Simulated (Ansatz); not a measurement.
The same ligand exchange along the group O, Se, Te.

Gas-phase electronic energies from Ansatz, PBE0-D4/def2-TZVP geometries. CCSD(T)/CBS adds triple-zeta CCSD(T) − MP2 to the extrapolated MP2 energy (def2 sets, frozen cores). This one scheme is used for every species. Double bonds are as drawn, so ΔE can hold a change between cis and trans. Functionals use def2-TZVPP. def2 core potentials past Kr. For Se, Te outer-core shells are correlated without core-valence functions, which leaves a few kJ/mol of doubt a bond. Scalar relativity is left out up to krypton. One conformer a species, not always the lowest.

```
                                        reaction  LDA (SPW92) (kJ/mol)
     `O[SiH2]F` + `N=CF` → `F/C=N/[SiH2]F` + H₂O                    41
`F[SiH2][SeH]` + `N=CF` → `F/C=N/[SiH2]F` + H₂Se                     0
`F[SiH2][TeH]` + `N=CF` → `F/C=N/[SiH2]F` + H₂Te                    -6
```

Task: Give the CCSD(T)/CBS values in the same order. (Estimate.)

Result: Ansatz gave: 44, 2, -4 kJ/mol.

Largest T1 diagnostic: 0.013, for `F/C=N/[SiH2]F`.
